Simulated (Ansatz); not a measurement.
Stepwise reaction of `F[Si](F)([SiH3])[SiH3]` with hydrogen, as a gas-phase model of exchange steps in deposition or etching. ΔE in kJ/mol; ΔG adds harmonic PBE0-D4 terms to CCSD(T)/CBS, at 1 bar.

Program: Ansatz. Geometries: PBE0-D4/def2-TZVP. ΔE: electronic, gas phase. CBS: MP2 limit from def2 TZ/QZ plus the TZ coupled-cluster correction, frozen cores. This one scheme is used for every species. DFT in def2-TZVPP. B3LYP here is the variant with VWN-RPA as its local correlation; programs differ in this.

```csv
step,reaction,PBE-D4,B3LYP-D4,ωB97M-V,CCSD(T)/CBS,ΔG(600 K)
1,`F[Si](F)([SiH3])[SiH3]` + H₂ → `F[SiH]([SiH3])[SiH3]` + H–F,117.3,125.8,124.6,119.8,114.4
```

Q: Give the row of step 2, `F[SiH]([SiH3])[SiH3]` + H₂ → `[SiH3][SiH2][SiH3]` + H–F. (Best estimate.)

A: Ansatz gave: 
```csv
step,reaction,PBE-D4,B3LYP-D4,ωB97M-V,CCSD(T)/CBS,ΔG(600 K)
2,`F[SiH]([SiH3])[SiH3]` + H₂ → `[SiH3][SiH2][SiH3]` + H–F,84.7,94.3,91.7,87.5,88.9
```

Q: By hand: ΔE of the 2 steps together at CCSD(T)/CBS.

A: (119.8) + (87.5) = 207.3 kJ/mol, or 103.7 kJ/mol a step.

In ΔE each step is lower than the one before. All are uphill at CCSD(T)/CBS. ΔG lies between 88.9 and 114.4 kJ/mol a step. PBE-D4 differs from CCSD(T)/CBS by -2.8 to -2.5 kJ/mol a step. Only this route is followed, and other bonds may react first. Isolated molecules leave out the surface, adducts and barriers. Largest T1 diagnostic: 0.013.
